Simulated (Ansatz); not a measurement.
Computed with Ansatz on PBE0-D4/def2-TZVP structures; ΔE is electronic, products minus reactants. CBS: MP2 limit from def2 TZ/QZ plus the TZ coupled-cluster correction, frozen cores. This one scheme is used for every species. Functionals use def2-TZVPP. B3LYP here is the variant with VWN-RPA as its local correlation; programs differ in this. Elements past krypton have def2 core potentials. For Sn outer-core shells are correlated without core-valence functions, which leaves a few kJ/mol of doubt a bond. One conformer a species, not always the lowest.

Reaction (ligand exchange at the Sn–S bond): `[F][Sn][SH]` + dimethylamine → `C[N](C)[Sn][F]` + H₂S

| level | ΔE (kJ/mol) | difference from CCSD(T)/CBS |
| --- | --- | --- |
| BLYP-D4 | 40.6 | 1.0 |
| BHLYP-D4 | 50.9 | 11.3 |
| CAM-B3LYP-D4 | 43.8 | 4.2 |
| PBE | 52.3 | 12.7 |
| revPBE | 57.1 | 17.5 |
| B3LYP | 53.6 | 14.0 |
| BHLYP | 56.9 | 17.3 |
| CAM-B3LYP | 48.5 | 8.9 |
| LC-ωPBE | 50.3 | 10.7 |
| HF/def2-SVP | 62.9 | 23.3 |
| CCSD(T)/def2-SVP | 33.5 | -6.1 |
| HF/def2-TZVPP | 65.2 | 25.6 |
| CCSD/def2-TZVPP | 40.9 | 1.3 |
| CCSD(T)/def2-TZVPP | 36.8 | -2.8 |
| MP2/def2-QZVPP | 36.2 | -3.4 |
| MP2/CBS(def2) | 37.7 | -1.9 |
| CCSD(T)/CBS | 39.6 | 0 |

Largest T1 diagnostic among the species: 0.017.

The D4 term adds −8.1 kJ/mol with B3LYP and −4.5 kJ/mol with PBE0; it sums over pairs of atoms, weighted by their polarisabilities, and B3LYP, whose exchange is more repulsive, gets the larger term. At CCSD(T), def2-SVP lies −6.1 kJ/mol from the extrapolated value and def2-TZVPP −2.8 kJ/mol.
